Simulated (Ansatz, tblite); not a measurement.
Removing an electron: the cluster Li2Al2⁻. Total charge -1; doublet. Geometry: PBE-D4/def2-TZVPD. Ansatz, gas phase; energy differences of separate SCF runs; the oxidised species is a singlet (the triplet lies 0.20 eV higher at PBE0-D4/def2-TZVPD).

```tsv
atom	x (Å)	y (Å)	z (Å)
Li1	-0.152	0.362	-1.746
Li2	1.324	-1.100	0.487
Al3	-1.353	-0.615	0.492
Al4	0.181	1.353	0.767
```

The xTB rows come from tblite. The structure comes from a short search, and lower isomers may exist.

```csv
level,−HOMO (eV),vertical IE (eV),−LUMO (eV),HOMO–LUMO gap (eV),remarks
GFN2-xTB,–,3.78,–,–,–
PBE-D4/def2-TZVPD,-0.46,1.27,-1.06,0.61,"HOMO above zero (-1 doublet), restricted SCF unstable in HF (singlet)"
r2SCAN-D4/def2-TZVPD,-0.27,1.36,-1.33,1.05,"HOMO above zero (-1 doublet), restricted SCF unstable in HF (singlet)"
```

Problem. Estimate the rows for GFN1-xTB, PBE0-D4/def2-TZVPD.

Solution. 
```tsv
level	−HOMO (eV)	vertical IE (eV)	−LUMO (eV)	HOMO–LUMO gap (eV)	remarks
GFN1-xTB	–	5.14	–	–	–
PBE0-D4/def2-TZVPD	0.14	1.28	-1.60	1.74	restricted SCF unstable in HF (singlet)
```

Run but left out: HF/def2-TZVPPD, MP2/def2-TZVPPD, CCSD/def2-TZVPPD, CCSD(T)/def2-TZVPPD (doublet: ⟨S²⟩ 1.82, where a pure state has 0.75).  A HOMO above zero means that the electron is unbound at that level or that self-interaction error raises the level; the energy of removing that electron tells which. HOMO and LUMO are the levels of the spin that leaves or enters (xTB has no such levels and no spin-polarisation term). Other spin states of the ions may lie lower, which would lower the ionisation energy or raise the affinity. Raw xTB energy differences between charge states are shifted by several eV; the methods need an empirical correction for them.
